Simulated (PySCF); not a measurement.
C4, SMILES [C]1[C+]2[C][C-]12 (connectivity only; charge and spin as stated), neutral, multiplicity 1. Atoms are numbered in the order given.

```xyz
4

C      0.0000     0.7466     0.0000
C      0.0000    -0.7466     0.0000
C      0.0000     0.0000    -1.2332
C      0.0000     0.0000     1.2332
```
Charge 0, spin multiplicity 1.

Geometry: B3LYP-D3(BJ)/def2-TZVP.

The numbers are results of SMD-PBE0/def2-SVP in PySCF, not measurements.

Solvation free energies are E(SMD) − E(gas) at the gas-phase geometry, for 1 M in both phases. In vacuum the dipole moment is 0.00 D.

Computed solvation free energies in water, 2-propanol, dimethylsulfoxide:
```csv
solvent,ΔG(solv) (kcal/mol),its non-electrostatic (CDS) part,dipole (D)
water,-4.1,1.5,0.00
2-propanol,-6.1,-0.9,0.00
dimethylsulfoxide,-6.2,-0.7,0.00
```
